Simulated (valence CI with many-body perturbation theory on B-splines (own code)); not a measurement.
## Mn¹⁰⁺: one-electron terms

Calculated by configuration interaction combined with many-body perturbation theory (CI+MBPT): five valence electrons over a frozen Dirac-Fock core [Ne], radial functions for each j: 11 s, 11 p, 10 d, 8 f, 5 g, 2 h, with the one-electron correlation potential Σ1 (screened to all orders), the two-electron term Σ2, the three-electron term Σ3, Breit, model QED; selected single and double excitations, second order for the rest, scaled by the run's own slope (own B-spline code, finite nucleus).

No measured spectrum was set against this ion. As an estimate, levels of excited configurations hold to 0.05 to 0.15 % of their energy, terms of the ground configuration to about 0.5 %. Among the levels kept, up to 3200 cm⁻¹ of a level comes from second order outside the variational space, and about a tenth of that is noise between levels of different J, which matters for small intervals.

These are the spectroscopic orbitals of the CI (the correlating ones are not listed), shaped by the core and the other valence electrons. h is the expectation value of the core's Dirac-Fock operator, without the valence repulsion; Σ1 is computed up to l = 3 at one energy for each symmetry, that of its lowest orbital but kept below the first core excitation, so for empty shells it is not the orbital's own correlation shift; Breit and QED include the response of the core.

```
Orbital  h (hartree)  Σ1 (cm⁻¹)  Breit (cm⁻¹)  QED (cm⁻¹)  ⟨r⟩ (bohr)
  3s1/2      -15.902      -4778           690         452      0.7590
  4s1/2      -8.2363      -1319           227         151       1.533
  5s1/2      -5.0114       -546            99        66.2       2.596
  6s1/2      -3.3718       -283          52.7        35.3       3.924
  7s1/2      -2.4232       -167          31.4        21.1       5.524
  8s1/2      -1.8252       -107          20.2        13.6       7.396
  3p1/2      -14.693      -5292          1053       -41.2      0.7632
  4p1/2      -7.7324      -1479           350       -13.4       1.589
  5p1/2      -4.7658       -639           160        -6.1       2.692
  6p1/2      -3.2337       -339          87.0        -3.3       4.061
  7p1/2       -2.338       -202          52.6        -2.0       5.703
  8p1/2       -1.769       -130          34.2        -1.3       7.617
  3p3/2      -14.612      -5187           653        -7.8      0.7683
  4p3/2      -7.7014      -1458           215        -2.4       1.596
  5p3/2      -4.7508       -631          97.6        -1.0       2.701
  6p3/2      -3.2253       -335          53.0        -0.6       4.072
  7p3/2      -2.3328       -200          32.0        -0.3       5.716
  8p3/2      -1.7656       -129          20.8        -0.2       7.632
  3d3/2      -12.956      -5720           317       -20.1      0.7315
  4d3/2      -7.0427      -1465           108        -6.6       1.646
  5d3/2       -4.436       -650          52.2        -3.2       2.811
  6d3/2      -3.0493       -349          29.2        -1.8       4.246
  7d3/2      -2.2243       -210          18.0        -1.1       5.953
  3d5/2      -12.944      -5656           112       -13.2      0.7326
  4d5/2      -7.0379      -1448          38.1        -4.3       1.647
  5d5/2      -4.4335       -642          18.4        -2.0       2.812
  6d5/2      -3.0478       -345          10.3        -1.1       4.248
  7d5/2      -2.2234       -208           6.3        -0.7       5.955
  4f5/2      -6.7059       -579           2.3        -0.7       1.546
  5f5/2      -4.2715       -315           1.7        -0.4       2.753
  6f5/2       -2.956       -185           1.2        -0.3       4.232
  7f5/2      -2.1662       -118           0.8        -0.2       5.983
  4f7/2      -6.7043       -577          -0.5         0.1       1.546
  5f7/2      -4.2707       -313          -0.3         0.0       2.754
  6f7/2      -2.9555       -185          -0.2         0.0       4.233
  7f7/2      -2.1659       -117          -0.2         0.0       5.984
  5g7/2      -4.1937                      0.0        -0.1       2.485
  6g7/2      -2.9141                      0.0        -0.1       3.977
  7g7/2      -2.1409                      0.0         0.0       5.744
  5g9/2      -4.1933                      0.0         0.1       2.485
  6g9/2      -2.9139                      0.0         0.0       3.977
  7g9/2      -2.1408                      0.0         0.0       5.744
  6h9/2      -2.9037                                            3.544
 6h11/2      -2.9035                                            3.544
```

Among the shells of the start configuration 3s2 3p3, Σ1 is largest in size for 3p1/2, where it is 0.16 % of h.

Lowest root of each symmetry, sizes in configuration state functions:

```
   J  Parity  Roots  Reference  Variational  Second order  Change by selected CI (cm⁻¹)  Change by second order (cm⁻¹)
 1/2    even     12         93        31976       2156471                         -9292                           -274
 3/2    even     18        146        31940       4003936                         -8775                           -764
 5/2    even     16        147        31971       4606929                         -8633                           -933
 7/2    even     10        101        31919       4682768                        -13247                          -1153
 9/2    even      6         58        31999       4115373                        -13436                          -1018
11/2    even      2         20        32655       3228704                         -9647                           -538
13/2    even      2          5        32595       2809207                         -9913                           -291
 1/2     odd     22        103        31981       1859948                        -12730                           -748
 3/2     odd     33        165        31983       3346554                         -9150                           -891
 5/2     odd     31        163        31952       4220678                        -11190                          -1504
 7/2     odd     24        124        31996       5289098                         -7536                           -896
 9/2     odd     12         69        31877       4189379                         -7708                           -728
11/2     odd      4         31        31925       4681426                        -14598                          -1142
```
